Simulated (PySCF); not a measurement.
**Electron affinity of W by level of theory**

W⁻ [Xe] 4f14 5d5 6s2 (6S) → W [Xe] 4f14 5d4 6s2 (5D), as a difference of total energies. All numbers are calculated (PySCF 2.14, a scalar-relativistic core potential, in aug-cc-pwCVDZ-PP with ECP60MDF). Correlated levels: valence and next inner shell: nothing frozen outside the core potential. The calculations carry no spin-orbit coupling.

```json
{"method": "UHF", "electron affinity (eV)": "0.871"}
{"method": "MP2 (valence and next inner shell)", "electron affinity (eV)": "0.999"}
{"method": "SCS-MP2 (valence and next inner shell)", "electron affinity (eV)": "0.510"}
{"method": "CCSD (valence and next inner shell)", "electron affinity (eV)": "1.229"}
{"method": "CCSD(T) (valence and next inner shell)", "electron affinity (eV)": "1.273"}
```

Task: How much does correlation contribute at CCSD(T) (valence and next inner shell)?

Result: 1.273 − (0.871) = 0.402 eV, measured against UHF.

The reference lies between the lowest fine-structure levels, while these numbers refer to the centres of the terms.

Errors of the correlated levels include the incompleteness of this basis.

The coupled-cluster amplitudes are large for W⁻ (T1 above 0.03 or a double amplitude above 0.15), so a single reference is strained.

For comparison: 0.817 eV (measured; photodetachment measurements, as compiled on the Wikipedia data page of electron affinities).
